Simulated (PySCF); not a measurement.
Löwdin shares of the frontier orbitals

C7H4FN.
Cartesian coordinates in Å at the PBE0-D3(BJ)/def2-SVP level; atoms count from 1:
```xyz
13
C7H4FN angstrom
N      3.5414    0.6597   -0.0841
C      2.3957    0.5010   -0.0122
C      0.9800    0.3300    0.0764
C      0.1164    1.4350    0.1424
C     -1.2578    1.2483    0.2271
C     -1.7840   -0.0446    0.2460
C     -0.9436   -1.1533    0.1816
C      0.4275   -0.9578    0.0977
F      1.2350   -2.0049    0.0374
H      0.5453    2.4381    0.1261
H     -1.9216    2.1130    0.2780
H     -2.8637   -0.1944    0.3121
H     -1.3306   -2.1733    0.1953
```

The calculation used TDDFT CAM-B3LYP/def2-SVPD, vertical, gas phase, core orbitals frozen in the response (PySCF 2.14.0, density-fitted response routines).

Kohn–Sham orbitals with the atoms that hold most of them (Löwdin shares over 4%, at most four atoms; ? is withheld):

| orbital | ε (eV) | atoms |
| --- | --- | --- |
| HOMO-3 | -11.80 | N1 28%, C2 26%, C6 13%, C5 9% |
| HOMO-2 | -11.28 | N1 47%, C2 37%, C3 6% |
| HOMO-1 | -9.45 | C7 24%, C4 22%, C6 11%, C3 10% |
| HOMO | ? | ? |
| LUMO | -0.83 | ? |
| LUMO+1 | 0.06 | C8 20%, C5 19%, C4 17%, C7 15% |
| LUMO+2 | 1.12 | C5 16%, C6 15%, C4 11%, H12 10% |

Task: Give the leading atoms of the LUMO.

Result: C6 (bonded to 2 C and H) 19%; C3 (bonded to 3 C) 16%; C4 (bonded to 2 C and H) 13%; N1 (bonded to C) 11%. By element: carbon 48% or more, nitrogen 11%.

Task: Which atoms hold the HOMO, and with what shares?

Result: C5 (bonded to 2 C and H) 18%; C8 (bonded to 2 C and F) 17%; C3 (bonded to 3 C) 15%; C6 (bonded to 2 C and H) 13%.

Task: What is the HOMO energy, and the HOMO–LUMO gap?

Result: ε(HOMO) = -9.12 eV; the gap is 8.29 eV (0.3046 hartree).

Task: The HOMO–LUMO gap is 8.29 eV. Where does the response calculation put the lowest singlet, and from which orbitals?

Result: S1 is at 5.13 eV (f = 0.042), 3.16 eV below the gap, made of HOMO→LUMO (52%), HOMO-1→LUMO (23%), HOMO→LUMO+1 (12%). Without the coupling terms of the response equations the lowest excitation would equal the gap.

Task: One configuration dominates each of S3 and S5. Which, and how do the shares of the two leading atoms of either orbital change from the occupied to the empty one?

Result: 
- S3 (6.64 eV, f 0.0001), HOMO-2→LUMO (83%): N1 47% → 11%, C2 37% → at most 12%, C6 at most 4% → 19%, C3 6% → 16%
- S5 (6.86 eV, f 0.477), HOMO-1→LUMO+1 (74%): C7 24% → 15%, C4 22% → 17%, C8 at most 10% → 20%, C5 at most 10% → 19%

Löwdin shares depend on the basis, the more so with diffuse functions.

On Arm Neoverse V1, one thread (shared host), this took 3.4 min of wall time.
